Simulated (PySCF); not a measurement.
Predicted microwave data (PBE0-D3(BJ)/def2-SVP geometry optimisation, gas phase in PySCF) for one isomer of C7H10S2:

- Rotational constants: A = 1197, B = 751.0, C = 483.2 MHz
- Dipole components: |μa| = 0.68 D, |μb| = 0.53 D, |μc| = 1.32 D
- Inertial defect: -49.23 u·Å²
- κ: -0.25

Question: Which candidate fits, each taken in the one conformer that was computed?
A. `[CH3:1][C:2]#[C:3]/[C:4](=[CH:5]\[S:6][CH3:7])[S:8][CH3:9]` with C4–C5–S6–C7 -174°, C3–C4–S8–C9 54°
B. `[CH:1]#[C:2][C@H:3]([S:4][S:5][CH3:6])[CH:7]1[CH2:8][CH2:9]1` with C2–C3–S4–S5 60°, C3–S4–S5–C6 -94°, C2–C3–C7–C8 -90°

Answer: A. It is CC#C/C(=C\SC)SC, an asymmetric top, point group C1. The candidates at the same level (rigid rotor, commonest isotopes):

| SMILES | A (MHz) | B (MHz) | C (MHz) | μa (D) | μb (D) | μc (D) | Δ (u·Å²) | point group | rotor |
| --- | --- | --- | --- | --- | --- | --- | --- | --- | --- |
| CC#C/C(=C\SC)SC | 1197 | 751.0 | 483.2 | 0.68 | 0.53 | 1.32 | -49.23 | C1 | asymmetric top |
| C#C[C@H](SSC)C1CC1 | 2032 | 738.3 | 585.2 | 0.61 | 1.47 | 0.29 | -69.49 | C1 | asymmetric top |

`C#C[C@H](SSC)C1CC1` has A 70 % too high. No structure here is proved a minimum.
